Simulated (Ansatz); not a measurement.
Cost and result for the atomization energy of `C[SiH2]SCF` (12 atoms, 11 bonds).

```xyz
12

C     1.084    1.279    0.689
Si    0.730    0.345   -0.882
S    -1.359   -0.062   -1.164
C    -1.576   -1.355    0.068
F    -1.561   -0.871    1.357
H     2.157    1.468    0.789
H     0.747    0.706    1.555
H     0.561    2.237    0.689
H     1.119    1.129   -2.082
H     1.440   -0.965   -0.882
H    -0.788   -2.106   -0.019
H    -2.553   -1.807   -0.117
```

Charge 0, multiplicity 1. Geometry: relaxed with PBE0-D4/def2-TZVP. It is one conformer, not always the lowest. Program: Ansatz. All runs use 4 threads of an Arm Neoverse V2 on a shared host. Times are those of one run each, without the atoms' runs, and a repeat can differ threefold. Electronic energies, without spin–orbit coupling; frozen cores. CCSD(T)/CBS adds CCSD(T) − MP2 in def2-TZVPP to the MP2 limit, and its time is that of the two runs behind it. T1 = 0.011. B3LYP takes the VWN-RPA correlation (the form of Gaussian; ORCA's B3LYP/G).

CCSD(T)/CBS is a level of theory with its own doubt, some kJ/mol a heavy atom from the limit and from the frozen cores, so smaller differences don't rank the functionals.

```csv
level,functions,wall time
PBE-D4/def2-TZVPP (with forces),275,2.5 s
PBE0-D4/def2-TZVPP,275,3.2 s
r2SCAN-D4/def2-TZVPP (with forces),275,5 s
B3LYP-D4/def2-TZVPP (with forces),275,5 s
B2PLYP/def2-TZVPP,275,6 s
ωB97X-V/def2-TZVPP,275,8.5 s
ωB97M-V/def2-TZVPP (with forces),275,12 s
MP2/def2-QZVPP,521,21 s
CCSD(T)/def2-TZVPP,275,3.3 min
CCSD(T)/CBS(def2),–,3.6 min
```

Task: What atomization energy does each give, and how far from CCSD(T)/CBS? (Estimate.)

Result: The calculation gave: 
```json
{"level": "PBE-D4/def2-TZVPP (with forces)", "atomization (kcal/mol)": "1025.9", "difference from CCSD(T)/CBS": "14.6", "per bond": "1.3"}
{"level": "PBE0-D4/def2-TZVPP", "atomization (kcal/mol)": "1011.6", "difference from CCSD(T)/CBS": "0.3", "per bond": "0.0"}
{"level": "r2SCAN-D4/def2-TZVPP (with forces)", "atomization (kcal/mol)": "1014.3", "difference from CCSD(T)/CBS": "3.0", "per bond": "0.3"}
{"level": "B3LYP-D4/def2-TZVPP (with forces)", "atomization (kcal/mol)": "1009.2", "difference from CCSD(T)/CBS": "-2.1", "per bond": "-0.2"}
{"level": "B2PLYP/def2-TZVPP", "atomization (kcal/mol)": "997.5", "difference from CCSD(T)/CBS": "-13.8", "per bond": "-1.3"}
{"level": "ωB97X-V/def2-TZVPP", "atomization (kcal/mol)": "1016.2", "difference from CCSD(T)/CBS": "4.9", "per bond": "0.4"}
{"level": "ωB97M-V/def2-TZVPP (with forces)", "atomization (kcal/mol)": "1015.2", "difference from CCSD(T)/CBS": "3.9", "per bond": "0.4"}
{"level": "MP2/def2-QZVPP", "atomization (kcal/mol)": "1011.6", "difference from CCSD(T)/CBS": "0.3", "per bond": "0.0"}
{"level": "CCSD(T)/def2-TZVPP", "atomization (kcal/mol)": "984.8", "difference from CCSD(T)/CBS": "-26.5", "per bond": "-2.4"}
{"level": "CCSD(T)/CBS(def2)", "atomization (kcal/mol)": "1011.3", "difference from CCSD(T)/CBS": "0.0", "per bond": "0.0"}
```

The D4 term adds +10.1 kcal/mol with B3LYP and +5.3 kcal/mol with PBE0; it sums over pairs of atoms, weighted by their polarisabilities, and B3LYP, whose exchange is more repulsive, gets the larger term. From PBE to PBE0 (25 % exact exchange), in def2-TZVPP and without D4, the atomization energy moves by −13.3 kcal/mol: exact exchange takes away binding that semilocal exchange gives to molecules. In def2-TZVPP, CCSD(T) changes the Hartree–Fock value by +238.6 kcal/mol (the triples alone add +13.8 kcal/mol) and MP2 by +249.8 kcal/mol; breaking electron pairs costs correlation energy, which Hartree–Fock lacks.
